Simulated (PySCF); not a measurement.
PySCF 2.14 output of a UHF calculation on a single atom or ion in aug-cc-pwCVTZ (8s7p5d3f, 75 functions), with the non-relativistic Hamiltonian (point nucleus):

```
SCF conv_tol = 1e-09
number electrons alpha = 7  beta = 6
cycle= 1 E= -241.717327146875  delta_E= -8.88e-05  |g|= 0.00228  |ddm|= 0.0147
cycle= 2 E= -241.717336819461  delta_E= -9.67e-06  |g|= 0.000845  |ddm|= 0.0046
cycle= 3 E= -241.71733837703  delta_E= -1.56e-06  |g|= 0.000135  |ddm|= 0.00256
cycle= 4 E= -241.717338419537  delta_E= -4.25e-08  |g|= 2.56e-05  |ddm|= 0.000548
cycle= 5 E= -241.717338421174  delta_E= -1.64e-09  |g|= 2.3e-06  |ddm|= 0.000147
cycle= 6 E= -241.71733842119  delta_E= -1.67e-11  |g|= 8.04e-07  |ddm|= 1.87e-05
converged SCF energy = -241.71733842119  <S^2> = 0.75033283  2S+1 = 2.0003328
```

The run itself started from symmetry-adapted Hartree-Fock orbitals and held the occupation by maximum overlap, so the iterations belong to that start.

Task: Which element, charge and spin multiplicity is this?

Result: Al (aluminium, neutral), multiplicity 2; the state was [Ne] 3s2 3d1, 2D determinant (an excited configuration).

The outer electron is Rydberg-like, and this basis confines it to a smaller radius and binds it less than a complete one would.
